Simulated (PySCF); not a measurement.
C4H4Cl2, SMILES C(=C/Cl)/C=C\Cl. Atoms are numbered in the order given.

```xyz
10

Cl     0.2778     2.8457     0.0000
C     -0.9254     1.6120     0.0000
C     -0.6582     0.2967     0.0000
C      0.6582    -0.2967     0.0000
C      0.9254    -1.6120     0.0000
Cl    -0.2778    -2.8457     0.0000
H     -1.9446     2.0023     0.0000
H     -1.5183    -0.3790     0.0000
H      1.5183     0.3790     0.0000
H      1.9446    -2.0023     0.0000
```
Charge 0, spin multiplicity 1.

Geometry: PBE0-D3(BJ)/def2-SVP. Other conformers were not sampled.

Calculation: PBE/pcSseg-1 run with PySCF.

GIAO shieldings, no solvent; atoms alike by connectivity are averaged. δ = σ(ref) − σ: ³⁵Cl against HCl (σ = 936.5 ppm); ¹³C against TMS (σ = 182.0 ppm); ¹H against TMS (σ = 31.49 ppm), references at their B3LYP-D3(BJ)/def2-TZVP geometries, non-relativistic (without spin–orbit terms, shifts of atoms bonded to Cl or Br come out too high).

```csv
atoms,nucleus,count,δ (ppm)
"Cl1, Cl6",³⁵Cl,2,(withheld)
"C2, C5",¹³C,2,(withheld)
"C3, C4",¹³C,2,130.4
"H8, H9",¹H,2,7.06
"H7, H10",¹H,2,6.36
```

Problem. Fill in the missing entries. (An estimate is asked for; the answer gives what the named calculation found.)

Solution. 
- C2, C5, δ (ppm): 135.9
- Cl1, Cl6, δ (ppm): 231.7
